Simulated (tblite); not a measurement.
Isomers of C4H13FSi4. Calculated harmonic vibrations of the isolated species, GFN2-xTB (tblite), most abundant isotopes, no scaling. Errors from tens to a few hundred cm⁻¹ against measured bands are possible. Modes of hydrogen on silicon can be 10 to 20 % off. One conformer each.

Electronic energies: GFN2-xTB at the same geometries; isomer energies are rough at this level and their order can be wrong.

```json
{"SMILES": "C=CC[Si@@H]1[SiH2][Si@H](F)[Si@@H]1C", "electronic energy, lowest = 0 (kJ/mol)": "76.5"}
{"SMILES": "F[Si@@H]1CC[C@@H]1C1[SiH2][SiH2][SiH2]1", "electronic energy, lowest = 0 (kJ/mol)": "3.5"}
{"SMILES": "C/C=C/[Si@@H]1C[SiH2][SiH2][Si@H]1F", "electronic energy, lowest = 0 (kJ/mol)": "0.0"}
{"SMILES": "CC#C[Si@@H](C[SiH3])[Si@@H](F)[SiH3]", "electronic energy, lowest = 0 (kJ/mol)": "24.0"}
{"SMILES": "F[Si@@H]1[SiH2][SiH2][Si@@H]1C1CCC1", "electronic energy, lowest = 0 (kJ/mol)": "11.0"}
{"SMILES": "F[Si@@H]1CC[C@H]1C1[SiH2][SiH2][SiH2]1", "electronic energy, lowest = 0 (kJ/mol)": "4.2"}
{"SMILES": "C/C=C\\[Si@@H]1C[SiH2][SiH2][Si@@H]1F", "electronic energy, lowest = 0 (kJ/mol)": "0.7"}
{"SMILES": "FC[Si]1(C2CC2)[SiH2][SiH2][SiH2]1", "electronic energy, lowest = 0 (kJ/mol)": "242.0"}
```

Problem. How do GFN2-xTB zero-point energies change the relative energies?

Solution. 
```
                                 SMILES  ZPE (kJ/mol)  of it from modes above 1550 cm⁻¹  electronic (kJ/mol)  with ZPE, lowest = 0 (kJ/mol)  lowest mode (cm⁻¹)  rings
    C/C=C/[Si@@H]1C[SiH2][SiH2][Si@H]1F         389.1                             213.9                  0.0                            0.0                  28      1
   C/C=C\[Si@@H]1C[SiH2][SiH2][Si@@H]1F         389.5                             213.5                  0.7                            1.1                  28      1
F[Si@@H]1CC[C@@H]1C1[SiH2][SiH2][SiH2]1         389.2                             198.2                  3.5                            3.6                  32      2
 F[Si@@H]1CC[C@H]1C1[SiH2][SiH2][SiH2]1         389.1                             198.3                  4.2                            4.1                  31      2
    F[Si@@H]1[SiH2][SiH2][Si@@H]1C1CCC1         397.8                             202.8                 11.0                           19.6                 18i      2
   CC#C[Si@@H](C[SiH3])[Si@@H](F)[SiH3]         368.5                             208.9                 24.0                            3.4                 17i      0
   C=CC[Si@@H]1[SiH2][Si@H](F)[Si@@H]1C         393.4                             219.9                 76.5                           80.7                  23      1
      FC[Si]1(C2CC2)[SiH2][SiH2][SiH2]1         391.3                             205.2                242.0                          244.1                  25      2
```

The zero-point energies span 29.3 kJ/mol, from `CC#C[Si@@H](C[SiH3])[Si@@H](F)[SiH3]` to `F[Si@@H]1[SiH2][SiH2][Si@@H]1C1CCC1`. Slightly imaginary modes are left out of the zero-point energy: `F[Si@@H]1[SiH2][SiH2][Si@@H]1C1CCC1` 18.4i cm⁻¹ and `CC#C[Si@@H](C[SiH3])[Si@@H](F)[SiH3]` 17.1i, 14.2i cm⁻¹. The lowest isomer stays, but the order above it changes.

Problem. What do entropy and thermal enthalpy add at 298.15 K and 1 bar (rigid rotor, harmonic oscillator, one conformer each)?

Solution. 
```csv
SMILES,point group,symmetry number,S (J/(mol K)),H − H(0) (kJ/mol),ZPE + H − H(0) − TS (kJ/mol)
C/C=C/[Si@@H]1C[SiH2][SiH2][Si@H]1F,C1,1,522.8,42.44,275.7
C/C=C\[Si@@H]1C[SiH2][SiH2][Si@@H]1F,C1,1,517.4,42.00,277.2
F[Si@@H]1CC[C@@H]1C1[SiH2][SiH2][SiH2]1,C1,1,481.5,38.22,283.9
F[Si@@H]1CC[C@H]1C1[SiH2][SiH2][SiH2]1,C1,1,484.3,38.33,283.0
FC[Si]1(C2CC2)[SiH2][SiH2][SiH2]1,C1,1,527.8,42.42,276.4
```

Not tabulated: `F[Si@@H]1[SiH2][SiH2][Si@@H]1C1CCC1` (lowest mode only 18i cm⁻¹); `CC#C[Si@@H](C[SiH3])[Si@@H](F)[SiH3]` (lowest mode only 17i cm⁻¹); `C=CC[Si@@H]1[SiH2][Si@H](F)[Si@@H]1C` (lowest mode only 23 cm⁻¹).
